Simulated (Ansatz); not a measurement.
Species: C$_{4}$H$_{12}$Nb (charge 0, doublet). The spin state was set by rule; other spins were not relaxed. 
Geometry from a B3LYP-D3(BJ)/def2-TZVP (Ansatz, a program for electronic structure) optimisation:
SMILES: [CH3][Nb]([CH3])([CH3])[CH3]
```xyz
17

Nb     0.0000     0.0000     0.0000
C     -1.3261     1.5464     0.7090
C      1.5576     1.0226    -1.0865
C      0.8069    -1.1554     1.6329
C     -1.0384    -1.4136    -1.2554
H     -0.8548     2.2505     1.4032
H     -2.1124     1.0094     1.2594
H     -1.8097     2.1170    -0.0913
H      1.1992     1.5705    -1.9648
H      2.1540     1.7040    -0.4702
H      2.2234     0.2218    -1.4403
H      0.0444    -1.6403     2.2521
H      1.5366    -1.9113     1.3231
H      1.3317    -0.4215     2.2618
H     -1.4427    -0.8097    -2.0809
H     -0.3888    -2.1807    -1.6906
H     -1.8809    -1.9097    -0.7615
```
Charge 0, spin multiplicity 2.

Parts of the frozen-core correlation energy in def2-TZVPP (Ansatz, hartree). Frozen orbitals: 8; correlated occupied orbitals by spin: 17 and 16; virtual: 323 and 324. Open shells are spin-unrestricted. Spin-orbit coupling is left out. In def2 rows, elements after Kr have scalar-relativistic effective core potentials.

```tsv
term	value
reference (HF)	-214.84659
MP2 opposite-spin	-0.69418
MP2 same-spin	-0.20118
CCSD correlation	-0.95415
(T)	-0.04217
T1 diagnostic	0.018
largest doubles amplitude	0.030
<S^2> of the reference	0.761
```
